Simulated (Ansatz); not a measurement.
Program: Ansatz. Geometries: PBE0-D4/def2-TZVP. ΔE: electronic, gas phase. CCSD(T)/CBS is the MP2 limit (def2-TZVPP, def2-QZVPP) plus CCSD(T) − MP2 in def2-TZVPP, frozen cores. This one scheme is used for every species. DFT in def2-TZVPP. B3LYP here is the variant with VWN-RPA as its local correlation; programs differ in this. HSE06 is defined as in plane-wave codes. For Ge outer-core shells are correlated without core-valence functions, which leaves a few kJ/mol of doubt a bond. Scalar relativity is left out up to krypton. Each species was taken in one conformer, which may not be the lowest.

`Cl[Si](Cl)(Cl)[GeH2][Si](Cl)(Cl)Cl` + CH₃OH → `CO[Si](Cl)(Cl)Cl` + `Cl[Si](Cl)(Cl)[GeH3]`  (cleavage of the Si–Ge bond)

Question: Is it downhill or uphill in electronic energy at CCSD(T)/CBS, and by how much? (An estimate is asked.)

Answer: Computed: Downhill: ΔE = -90.2 kJ/mol.

Question: What do these levels give: BLYP-D4, B97M-V, PBE0-D4, B3LYP-D4, HSE06-D4, CAM-B3LYP-D4, ωB97M-V, PBE-QIDH, revPBE, BHLYP, MP2/def2-SVP, SCS-MP2/def2-QZVPP? (An estimate is asked.)

Answer: The calculation gave: BLYP-D4 -80.3, B97M-V -100.5, PBE0-D4 -76.5, B3LYP-D4 -86.0, HSE06-D4 -76.0, CAM-B3LYP-D4 -98.2, ωB97M-V -94.5, PBE-QIDH -91.6, revPBE -76.6, BHLYP -109.4, MP2/def2-SVP -94.4, SCS-MP2/def2-QZVPP -98.1 kJ/mol.

Largest T1 diagnostic among the species: 0.011.

From BLYP to BHLYP (50 % exact exchange), in def2-TZVPP and without D4, ΔE moves by −15.7 kJ/mol. In def2-TZVPP, CCSD(T) changes the Hartree–Fock value by +29.7 kJ/mol (the triples alone add +4.5 kJ/mol) and MP2 by +30.9 kJ/mol.
